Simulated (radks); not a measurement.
Q: Species: the cerium ion Ce3+. Configuration: [Xe] 6s1 (not the ground configuration). Method: Dirac Kohn-Sham, PBEsol, spin-unpolarised, spherical densities, point nucleus; computed with a radial shooting solver on a logarithmic mesh with Libxc functionals. Some entries of the table are withheld. Estimate them.

orbital,occ.,eigenvalue (eV),<1/r> (bohr^-1)
1s1/2,2,-40252.31,63.33
2s1/2,2,-6472.651,14.93
2p1/2,2,-6113.422,14.91
2p3/2,4,-5667.200,13.51
3s1/2,2,-1422.708,(1)
3p1/2,2,-1270.608,(2)
3p3/2,4,-1182.952,(3)
3d3/2,4,-916.8477,4.815
3d5/2,6,-898.0265,4.726
4s1/2,2,-315.8654,2.242
4p1/2,2,-259.2601,2.140
4p3/2,4,-240.1873,2.025
4d3/2,4,-147.0880,1.813
4d5/2,6,-143.7132,1.785
5s1/2,2,-70.1747,0.9121
5p1/2,2,(4),0.8216
5p3/2,4,(5),0.7829
6s1/2,1,-22.9549,0.3980

A: 
(1) 3s1/2 <1/r> (bohr^-1): 5.386
(2) 3p1/2 <1/r> (bohr^-1): 5.299
(3) 3p3/2 <1/r> (bohr^-1): 4.949
(4) 5p1/2 eigenvalue (eV): -53.7582
(5) 5p3/2 eigenvalue (eV): -50.5556
